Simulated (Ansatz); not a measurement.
Born–Oppenheimer molecular dynamics of H₆SSn (8 atoms, charge 0, multiplicity 1). It starts at the highest image of a converged band. Of that band: A vibrational analysis at the climbing image gives 2 clearly imaginary modes (1207i, 87i cm⁻¹): a point of higher order, so a lower path passes nearby.

These are results of RKS PBE-D4/def2-SVP in Ansatz 0.2.0, not measurements.

```
ensemble                      : NVE (velocity Verlet)
time step                     : 0.5 fs
steps asked                   : 200
starting velocities drawn for : 300 K
seed                          : 7226
```

First frame:

```xyz
8
Properties=species:S:1:pos:R:3
Sn -0.194 0.069 -0.204
H -0.247 -0.320 1.831
H 1.528 0.084 0.094
H -0.540 1.547 -1.035
H -0.616 -1.397 -1.004
S -2.729 0.294 1.058
H -2.967 -1.031 0.843
H -1.220 -0.119 1.806
```

**Question.** How far do the bonds stretch over the last three quarters of this one trajectory? (Pairs bonded in most of those frames.)

**Answer.** 
```
  bond  mean (Å)  spread (Å)  shortest  longest
Sn1–H3     1.735       0.034      1.67     1.80
Sn1–H4     1.731       0.010      1.71     1.75
Sn1–H5     1.738       0.024      1.70     1.78
Sn1–S6     2.439       0.153      2.23     2.72
 H2–H8     0.770       0.014      0.75     0.79
 S6–H7     1.368       0.037      1.31     1.42
```

Mean temperature of the second half: 2009 K. The conserved energy stayed within 0.098 meV per atom of its start (net change 0.049 meV per atom), so the integration is sound. The kinetic energy rose, since the run started high on the potential surface and went downhill. It ends in pieces (H2 + H4SSn), so much of that is their flight and rotation, not heat. A run of 0.1 ps of so small a system gives no equilibrium averages. The orbitals stay closed-shell, which can raise the energy where a bond breaks towards radicals; this wasn't checked here.

The run took 4.7 min on 1 thread of Arm Neoverse V2, with other jobs on the host, peak memory 0.12 GiB.
